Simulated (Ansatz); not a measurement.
**Ligand exchange: SiH2(NH2)(SiH3) + C2H6GeO → SiH2(OH)(SiH3) + C2H7GeN**

Species: SiH2(NH2)(SiH3), singlet; C2H6GeO `C[CH2][Ge][OH]`, singlet; SiH2(OH)(SiH3) (disilanol), singlet; C2H7GeN `C[CH2][Ge][NH2]`, singlet. The partners trade NH2 for OH: Si–NH2 and Ge–OH bonds give way to Si–OH and Ge–NH2.

Shapes, held fixed at every level: PBE0-D4/def2-TZVP. Flexible molecules stand in one conformer, not always the lowest. Programs: Ansatz 0.2.0. Electronic energies: no zero-point or thermal term.

| level | kind | ΔE (kJ/mol) | less CCSD(T)/def2-TZVPP |
| --- | --- | --- | --- |
| PBE-D4/def2-TZVPP | GGA | -21.6 | +6.4 |
| r2SCAN-D4/def2-TZVPP | meta-GGA | -25.9 | +2.1 |
| B3LYP-D4/def2-TZVPP | global hybrid | -24.8 | +3.2 |
| BHLYP-D4/def2-TZVPP | global hybrid | -27.2 | +0.8 |
| PBE0-D4/def2-TZVPP | global hybrid | -24.1 | +3.9 |
| wB97M-V/def2-TZVPP | range-separated hybrid | -23.3 | +4.7 |
| CCSD(T)/def2-SVP | coupled cluster or CI | -23.6 | +4.4 |
| CCSD(T)/def2-TZVPP | coupled cluster or CI | -28.0 | 0.0 |

The highest level, CCSD(T)/def2-TZVPP, gives ΔE = -28.0 kJ/mol; the levels span -28.0 to -21.6. The column of differences is taken from that level and isn't an error. No measured value is set beside it here. Relativity is left out for Ge unless named. Correlated rows may include outer-core shells of Ge, which these sets cover unevenly.
